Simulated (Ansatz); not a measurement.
A CCSD(T) single point on `FB1N=CN1`.

```yaml
crystal:
  periodic: [false, false, false]
  atoms:
    - {symbol: F, position_ang: [0.939417, -1.815642, -0.882312]}
    - {symbol: B, position_ang: [0.234528, -0.915532, -0.254549]}
    - {symbol: N, position_ang: [-0.102733, -0.696093, 1.166982]}
    - {symbol: C, position_ang: [-0.321218, 0.486364, 0.697016]}
    - {symbol: N, position_ang: [-0.324240, 0.376211, -0.713102]}
    - {symbol: H, position_ang: [-0.471465, 1.420632, 1.242564]}
    - {symbol: H, position_ang: [0.106814, 1.076059, -1.302201]}
basis:
  gaussian: {orbitals: def2-SVP}
correlation: {method: ccsd_t}
```

```sh
$ ansatz run in.yaml --threads 2 --pin off --events-out ev --progress --plain --max-ram 4352MiB
```

Log, shortened:

```
Functional definition: HF
804 factors; integrals over basis functions are off by at most 1.2e-3 eV
mean field evaluation 1: about -7394.7833 eV, gradient 4.0e1 eV
mean field evaluation 2: about -7394.9281 eV, gradient 4.0e1 eV
mean field evaluation 4: about -7398.4836 eV, gradient 3.8e0 eV
mean field evaluation 8: about -7398.5460 eV, gradient 3.9e-1 eV
mean field -7398.54781400 eV, -271.8916172486 hartree, gradient 8.4e-6 eV, S^2 0.000000; 0 other end points of the search recorded, 0 dependent functions left out
5 core orbitals not correlated: weight in the atoms' cores, before any rotation towards them, 1.000 or more for the frozen orbitals, at most 0.000 for the correlated occupied ones
reference -7398.54781400 eV, -271.8916172486 hartree; 13, 13 occupied and 62, 62 virtual orbitals, 804 factors
second order -19.22648551 eV of doubles, -0.00000000 eV of singles
cycle   1  -19.17913995 eV  change    4.7e-2 eV  update   1.1e-1
cycle   2  -19.66066534 eV  change   -4.8e-1 eV  update   3.1e-2
cycle   3  -19.78930922 eV  change   -1.3e-1 eV  update   1.8e-2
cycle   4  -19.78046956 eV  change    8.8e-3 eV  update   4.9e-3
cycle   5  -19.77811968 eV  change    2.3e-3 eV  update   2.3e-3
cycle   6  -19.77906387 eV  change   -9.4e-4 eV  update   8.6e-4
cycle   7  -19.77883653 eV  change    2.3e-4 eV  update   4.1e-4
cycle   8  -19.77869158 eV  change    1.4e-4 eV  update   2.0e-4
cycle   9  -19.77878305 eV  change   -9.1e-5 eV  update   1.0e-4
cycle  10  -19.77879709 eV  change   -1.4e-5 eV  update   3.6e-5
cycle  11  -19.77880083 eV  change   -3.7e-6 eV  update   1.4e-5
perturbative correction -0.65163528 eV, -0.0239471550 hartree
Total energy: -7418.97825011 eV, -272.6424219276 hartree
```

Run time 3.3 s (2 threads of an Arm Neoverse V2 on a shared host); peak host memory 0.35 GiB.

MP2 recovers 94.1 % of the CCSD(T) correlation energy and the triples give 3.2 %; T1 = 0.0156.
